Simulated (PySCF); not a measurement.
# Excitation energy of Ru⁺ by level of theory

Ru⁺ [Kr] 4d7 (4F) → Ru⁺ [Kr] 4d6 5s1 (6D), as a difference of total energies. Calculation: PySCF 2.14, in aug-cc-pVTZ-PP with ECP28MDF (6s6p5d3f2g, 88 functions); scalar relativity through the core potential. Correlated levels: valence: 4s2 4p6 frozen. The calculations carry no spin-orbit coupling.

| method | excitation energy (eV) | error (eV) |
| --- | --- | --- |
| UHF | 0.335 | -0.755 |
| LDA | 0.719 | -0.371 |
| PBE | 0.823 | -0.267 |
| PBE0 | 0.880 | -0.210 |
| r2SCAN | 0.532 | -0.558 |
| B97-3 | 1.324 | +0.234 |
| TPSSh | 0.979 | -0.111 |
| BP86 | 0.881 | -0.209 |
| B3LYP | 1.034 | -0.056 |
| MP2 (valence) | 1.008 | -0.082 |
| SCS-MP2 (valence) | 1.513 | +0.423 |

Reference: 1.090 eV (measured; NIST levels, between the centres of gravity of the two terms).

Errors of the correlated levels include the incompleteness of this basis and the frozen core.
